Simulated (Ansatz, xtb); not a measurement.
A geometry optimisation of CH4Be with r2SCAN-D4/def2-SVP

The starting geometry of this gas-phase singlet has its atoms placed at random.

```yaml
atoms:
  - { symbol: C, position_ang: [0.0031, -1.7811, 0.0633] }
  - { symbol: Be, position_ang: [0.8529, 0.1390, 0.1573] }
  - { symbol: H, position_ang: [-0.7693, -0.1294, -0.0871] }
  - { symbol: H, position_ang: [1.5559, -0.3314, -0.6818] }
  - { symbol: H, position_ang: [0.9868, 1.8342, 0.2599] }
  - { symbol: H, position_ang: [-0.2862, -1.0259, -0.6167] }
```

Q: Guess where an optimisation with r2SCAN-D4/def2-SVP ends from this start.

A: It ends as `[BeH][CH3]`. Contacts that open: Be2–H4 (1.19 → 2.34 Å). Contacts that close: C1–Be2 (2.10 → 1.68 Å), C1–H3 (1.83 → 1.11 Å), C1–H4 (2.25 → 1.11 Å), Be2–H5 (1.70 → 1.34 Å).

The energy falls by 9.59 eV over 16 steps:

| step | E − E(last) (eV) |
| --- | --- |
| 1 | 9.591 |
| 3 | 5.631 |
| 4 | 4.105 |
| 6 | 2.073 |
| 8 | 1.140 |
| 9 | 0.764 |
| 11 | 0.247 |
| 13 | 0.027 |
| 14 | 0.000 |
| 16 | 0.000 |

Final geometry (Å):

```json
{"atom": "C", "x (Å)": "0.1608", "y (Å)": "-0.6333", "z (Å)": "-0.4633"}
{"atom": "Be", "x (Å)": "0.8377", "y (Å)": "0.5963", "z (Å)": "0.4571"}
{"atom": "H", "x (Å)": "-0.8770", "y (Å)": "-0.4103", "z (Å)": "-0.7739"}
{"atom": "H", "x (Å)": "0.7252", "y (Å)": "-0.8280", "z (Å)": "-1.3943"}
{"atom": "H", "x (Å)": "1.3773", "y (Å)": "1.5772", "z (Å)": "1.1911"}
{"atom": "H", "x (Å)": "0.1193", "y (Å)": "-1.5968", "z (Å)": "0.0782"}
```

From the same start GFN2-xTB reaches the same bonding as this run.

From so rough a start the end depends on the optimiser's path, so another program may land elsewhere. No frequencies were run, so the end isn't proven a minimum. Run with Ansatz 0.2.0, 15 s on 1 thread of Arm Neoverse V1, with other jobs on the host.
